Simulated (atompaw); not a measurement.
# Ba PAW (atompaw): all-electron and pseudo phase curves

Ba, PAW, made with atompaw 4.2.0.5 (LDA (PW92), scalar-relativistic). Core [Kr] 4d10, reference 5s2 5p6 5d0 6s0 6p0 (charge +2). Waves: 5s (bound): rc 2.05 bohr; 6s (bound, empty): rc 2.75 bohr; 5p (bound): rc 2.70 bohr; 6p (bound, empty): rc 3.00 bohr; 5d (bound, empty): rc 3.00 bohr; 5d channel at -0.3 Ry: rc 3.00 bohr. Local part: ultrasoft scheme with l = 3 at 0 Ry, radius 2.50 bohr. Core correction: smooth core density matched at 1.60 bohr. Augmentation charge: besselshape compensation charge, radius 2.95 bohr; PAW radius 3.00 bohr; waves and projectors: custom rrkj vanderbiltortho.

The phase is arctan(r·u′/u) with u = r·R(r), unwrapped; energies in Ry, scanned from -5 to 5 Ry. A pole is an energy at which the radial function vanishes at the test radius. The pseudo phase is shifted by a multiple of π to meet the all-electron one at the reference energy, and phase errors are pseudo minus all-electron; the curves can meet again beyond the range given. Levels narrower than the energy grid can be missing from the lists of poles.

Problem. For each channel, where are the poles, and over which energies does the pseudopotential scatter like the atom?

Solution.

```csv
channel,radius (bohr),reference energy (Ry),"poles, all-electron","poles, pseudo",unbroken range about the reference energy with phases within 0.05 rad,phase error 1 Ry above the reference energy (rad)
s,3.01,-0.91,"-3.26, 2.33","-3.26, 2.48",below 4.3,+0.006
p,3.01,-0.65,"-1.98, 3.54","-1.98, 3.43",the whole range,-0.005
d,3.01,-0.96,-0.01,-0.01,below 2.0,+0.000
```

Phases in the p channel:

| E (Ry) | all-electron | pseudo |
| --- | --- | --- |
| -5.00 | 1.383 | 1.383 |
| -4.76 | 1.375 | 1.375 |
| -4.52 | 1.365 | 1.365 |
| -4.28 | 1.353 | 1.353 |
| -4.04 | 1.339 | 1.339 |
| -3.80 | 1.321 | 1.320 |
| -3.56 | 1.296 | 1.296 |
| -3.32 | 1.260 | 1.260 |
| -3.08 | 1.200 | 1.200 |
| -2.84 | 1.075 | 1.074 |
| -2.60 | 0.627 | 0.626 |
| -2.36 | -0.994 | -0.994 |
| -2.12 | -1.478 | -1.478 |
| -1.88 | -1.615 | -1.615 |
| -1.64 | -1.686 | -1.686 |
| -1.40 | -1.736 | -1.736 |
| -1.16 | -1.781 | -1.781 |
| -0.92 | -1.828 | -1.828 |
| -0.68 | -1.882 | -1.882 |
| -0.44 | -1.952 | -1.952 |
| -0.20 | -2.052 | -2.053 |
| 0.04 | -2.213 | -2.214 |
| 0.28 | -2.503 | -2.506 |
| 0.52 | -3.027 | -3.036 |
| 0.76 | -3.656 | -3.668 |
| 1.00 | -4.064 | -4.074 |
| 1.24 | -4.282 | -4.290 |
| 1.48 | -4.407 | -4.414 |
| 1.72 | -4.488 | -4.494 |
| 1.96 | -4.544 | -4.550 |
| 2.20 | -4.585 | -4.591 |
| 2.44 | -4.618 | -4.623 |
| 2.68 | -4.644 | -4.650 |
| 2.92 | -4.666 | -4.672 |
| 3.16 | -4.686 | -4.692 |
| 3.40 | -4.703 | -4.710 |
| 3.64 | -4.719 | -4.727 |
| 3.88 | -4.734 | -4.743 |
| 4.12 | -4.749 | -4.758 |
| 4.36 | -4.763 | -4.774 |
| 4.60 | -4.779 | -4.791 |
| 4.84 | -4.795 | -4.809 |
